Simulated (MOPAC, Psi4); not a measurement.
Two rigid molecules brought together: CS2 ··· H2Se (SMILES S=C=S and [SeH2]). Monomers: optimised at B3LYP-D3(BJ) (def2-TZVP), held rigid. Orientation: lowest of the rigid-body minima from ten starts at GFN2-xTB. R is the distance of the centres of mass, along which the second monomer moves.

Levels: PM6, restricted, heats of formation (MOPAC); SAPT0/jun-cc-pVDZ, frozen core (Psi4).

Interaction energies in kJ/mol:

| R / Å | PM6 |
|---|---|
| 2.87 | 79.39 |
| 3.06 | 51.22 |
| 3.28 | 28.28 |
| 3.50 | 13.73 |
| 3.71 | 5.75 |
| 3.93 | 1.57 |
| 4.22 | -0.33 |
| 4.54 | -0.55 |
| 5.03 | -0.26 |
| 5.72 | -0.03 |
| 6.69 | 0.06 |
| 8.00 | 0.06 |

Question: What does SAPT0/jun-cc-pVDZ give at the same points?

Answer: 2.87: 33.56; 3.06: 13.98; 3.28: 2.58; 3.50: -2.20; 3.71: -3.67; 3.93: -3.74; 4.22: -3.06; 4.54: -2.20; 5.03: -1.26; 5.72: -0.58; 6.69: -0.21; 8.00: -0.06 (kJ/mol).
